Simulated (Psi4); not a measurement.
C$_{6}$H$_{17}$NSi, singlet, at a GFN2-xTB geometry; R2SCAN/STO-3G (Psi4).

Psi4 was given this input:
```
memory 2 GB

molecule {
0 1
Si    0.00964820    2.16625247   -0.11292371
N     0.03368939    0.46048960    0.10864243
C    -1.24680180   -0.20758598    0.29880046
C    -1.61127327   -1.23758448   -0.77067950
C    -1.40986252   -0.80166207    1.70439986
C     1.26802003   -0.25931968   -0.16572697
C     1.42896375   -0.66552917   -1.63780508
C     1.53443434   -1.45484154    0.74769233
H     1.35141536    2.65930406    0.19228445
H    -0.97309284    2.72043425    0.82002850
H    -0.35783668    2.58710710   -1.47735882
H    -1.99093873    0.59327979    0.21832880
H    -0.99759884   -2.13088847   -0.69540584
H    -2.65060839   -1.53269075   -0.63972578
H    -1.49798871   -0.80844555   -1.76287201
H    -0.89813748   -1.75257544    1.81011435
H    -2.46668405   -0.96249847    1.90740423
H    -1.01819018   -0.10606484    2.44218608
H     2.06120301    0.47044616    0.03842959
H     0.82065373   -1.52822017   -1.89047204
H     1.14652456    0.16452664   -2.28061352
H     2.46958356   -0.91581266   -1.83351432
H     1.43041294   -1.16733728    1.79012338
H     2.55435047   -1.79890332    0.58636856
H     0.86514852   -2.28348513    0.53504263
}

set {
  basis sto-3g
}

energy('r2scan')
print_variables()
```

Output, abridged:

```
   => Loading Basis Set <=

    Name: STO-3G
    Role: ORBITAL
    Keyword: BASIS

         ---------------------------------------------------------
                                   SCF
               by Justin Turney, Rob Parrish, Andy Simmonett
                          and Daniel G. A. Smith
                              RKS Reference
         ---------------------------------------------------------

  ==> Geometry <==

    Molecular point group: c1
    Full point group: C1

    Geometry (in Angstrom), charge = 0, multiplicity = 1:

       Center              X                  Y                   Z               Mass
    ------------   -----------------  -----------------  -----------------  -----------------
         SI           0.008500511584     2.122794272171    -0.114759651196    27.976926534650
         N            0.032541701584     0.417031402171     0.106806488804    14.003074004430
         C           -1.247949488416    -0.251044177829     0.296964518804    12.000000000000
         C           -1.612420958416    -1.281042677829    -0.772515441196    12.000000000000
         C           -1.411010208416    -0.845120267829     1.702563918804    12.000000000000
         C            1.266872341584    -0.302777877829    -0.167562911196    12.000000000000
         C            1.427816061584    -0.708987367829    -1.639641021196    12.000000000000
         C            1.533286651584    -1.498299737829     0.745856388804    12.000000000000
         H            1.350267671584     2.615845862171     0.190448508804     1.007825032230
         H           -0.974240528416     2.676976052171     0.818192558804     1.007825032230
         H           -0.358984368416     2.543648902171    -1.479194761196     1.007825032230
         H           -1.992086418416     0.549821592171     0.216492858804     1.007825032230
         H           -0.998746528416    -2.174346667829    -0.697241781196     1.007825032230
         H           -2.651756078416    -1.576148947829    -0.641561721196     1.007825032230
         H           -1.499136398416    -0.851903747829    -1.764707951196     1.007825032230
         H           -0.899285168416    -1.796033637829     1.808278408804     1.007825032230
         H           -2.467831738416    -1.005956667829     1.905568288804     1.007825032230
         H           -1.019337868416    -0.149523037829     2.440350138804     1.007825032230
         H            2.060055321584     0.426987962171     0.036593648804     1.007825032230
         H            0.819506041584    -1.571678367829    -1.892307981196     1.007825032230
         H            1.145376871584     0.121068442171    -2.282449461196     1.007825032230
         H            2.468435871584    -0.959270857829    -1.835350261196     1.007825032230
         H            1.429265251584    -1.210795477829     1.788287438804     1.007825032230
         H            2.553202781584    -1.842361517829     0.584532618804     1.007825032230
         H            0.864000831584    -2.326943327829     0.533206688804     1.007825032230

  Running in c1 symmetry.

  Rotational constants: A =      0.05444  B =      0.04983  C =      0.03721 [cm^-1]
  Rotational constants: A =   1632.04499  B =   1493.81694  C =   1115.59336 [MHz]
  Nuclear repulsion =  508.428913689983915

  Charge       = 0
  Multiplicity = 1
  Electrons    = 74
  Nalpha       = 37
  Nbeta        = 37

  ==> Algorithm <==

  SCF Algorithm Type is DF.
  DIIS enabled.
  MOM disabled.
  Fractional occupation disabled.
  Guess Type is SAD.
  Energy threshold   = 1.00e-06
  Density threshold  = 1.00e-06
  Integral threshold = 1.00e-12

  ==> Primary Basis <==

  Basis Set: STO-3G
    Blend: STO-3G
    Number of shells: 43
    Number of basis functions: 61
    Number of Cartesian functions: 61
    Spherical Harmonics?: true
    Max angular momentum: 1

  ==> DFT Potential <==

   => LibXC <=

    Version 7.1.2
    S. Lehtola, C. Steigemann, M. J. T. Oliveira, and M. A. L. Marques,  SoftwareX 7, 1–5 (2018) (10.1016/j.softx.2017.11.002)

   => Composite Functional: R2SCAN <=

    r2SCAN Meta-GGA XC Functional  (0.1021/acs.jpclett.0c02405)
    J. W. Furness, A. D. Kaplan, J. Ning, J. P. Perdew, J. Sun  J. Phys. Chem. Lett.  11, 8208–8215, 2020

    Deriv               =              1
    GGA                 =           TRUE
    Meta                =           TRUE

    Exchange Hybrid     =          FALSE
    MP2 Hybrid          =          FALSE

   => Exchange Functionals <=

    1.0000   XC_MGGA_X_R2SCAN

   => Correlation Functionals <=

    1.0000   XC_MGGA_C_R2SCAN

   => LibXC Density Thresholds  <==

    XC_MGGA_C_R2SCAN:  1.00E-15
    XC_MGGA_X_R2SCAN:  1.00E-11

   => Molecular Quadrature <=

    Radial Scheme          =       TREUTLER
    Pruning Scheme         =           NONE
    Nuclear Scheme         =       TREUTLER

    Blocking Scheme        =         OCTREE
    BS radius alpha        =              1
    Pruning alpha          =              1
    Radial Points          =             75
    Spherical Points       =            302
    Total Points           =         518317
    Total Blocks           =           3769
    Max Points             =            256
    Max Functions          =             57
    Weights Tolerance      =       1.00E-15

   => Loading Basis Set <=

    Name: (STO-3G AUX)
    Role: JKFIT
    Keyword: DF_BASIS_SCF

  ==> Integral Setup <==

  SCF_SUBTYPE=INCORE selected. In-core MEM_DF algorithm will be used.
  Using in-core AOs.

  ==> MemDFJK: Density-Fitted J/K Matrices <==

    J tasked:                   Yes
    K tasked:                    No
    wK tasked:                   No
    Algorithm:                 Core
    Schwarz Cutoff:           1E-12
    Mask sparsity (%):       2.4725
    Fitting Condition:        1E-10

   => Auxiliary Basis Set <=

  Basis Set: (STO-3G AUX)
    Blend: DEF2-UNIVERSAL-JKFIT
    Number of shells: 315
    Number of basis functions: 961
    Number of Cartesian functions: 1122
    Spherical Harmonics?: true
    Max angular momentum: 4

  Minimum eigenvalue in the overlap matrix is 2.0022163420E-01.
  Reciprocal condition number of the overlap matrix is 7.5725075560E-02.
    Using symmetric orthogonalization.

  ==> Pre-Iterations <==

  SCF Guess: Superposition of Atomic Densities via on-the-fly atomic UHF (no occupation information).

   -------------------------
    Irrep   Nso     Nmo
   -------------------------
     A         61      61
   -------------------------
    Total      61      61
   -------------------------

  ==> Iterations <==

                           Total Energy        Delta E     RMS |[F,P]|

   @DF-RKS iter SAD:  -571.49367853809110   -5.71494e+02   0.00000e+00
   @DF-RKS iter   1:  -576.00013713510725   -4.50646e+00   4.69984e-03 ADIIS/DIIS
   @DF-RKS iter   2:  -575.99729084088426    2.84629e-03   4.96301e-03 ADIIS/DIIS
   @DF-RKS iter   3:  -576.05035964670810   -5.30688e-02   6.92228e-04 ADIIS/DIIS
   @DF-RKS iter   4:  -576.05152287638782   -1.16323e-03   1.05019e-04 ADIIS/DIIS
   @DF-RKS iter   5:  -576.05154745052414   -2.45741e-05   3.51949e-05 DIIS
   @DF-RKS iter   6:  -576.05155041267005   -2.96215e-06   1.77024e-06 DIIS
   @DF-RKS iter   7:  -576.05155042299407   -1.03240e-08   3.45495e-07 DIIS
  Energy and wave function converged.

  ==> Post-Iterations <==

   Electrons on quadrature grid:
      Ntotal   =   73.9999514088 ; deviation = -4.859e-05

    Orbital Energies [Eh]
    ---------------------

    Doubly Occupied:

[...]
      37A     -0.063382

    Virtual:

[...]
    Final Occupation by Irrep:
              A
    DOCC [    37 ]
    NA   [    37 ]
    NB   [    37 ]

  @DF-RKS Final Energy:  -576.05155042299407

   => Energetics <=

    Nuclear Repulsion Energy =            508.4289136899839150
    One-Electron Energy =               -1799.7824263309830712
    Two-Electron Energy =                 782.0814505210641983
    DFT Exchange-Correlation Energy =     -66.7794883030589972
    Empirical Dispersion Energy =           0.0000000000000000
    VV10 Nonlocal Energy =                  0.0000000000000000
    Total Energy =                       -576.0515504229940689

Computation Completed

Properties will be evaluated at   0.000000,   0.000000,   0.000000 [a0]

Properties computed using the SCF density matrix

 Multipole Moments:

 ------------------------------------------------------------------------------------
     Multipole            Electronic (a.u.)      Nuclear  (a.u.)        Total (a.u.)
 ------------------------------------------------------------------------------------

 L = 1.  Multiply by 2.5417464519 to convert [e a0] to [Debye]
 Dipole X            :          0.1451580           -0.1604925           -0.0153345
 Dipole Y            :          6.0436698           -6.0771825           -0.0335126
 Dipole Z            :          0.1977774           -0.2567377           -0.0589603
 Magnitude           :                                                    0.0695310

 ------------------------------------------------------------------------------------

  Variable Map:
  ----------------------------------------------------------------------------
[...]
  Array Variable Map:
  ----------------------------------------------------------------------------
[...]
[...]
```
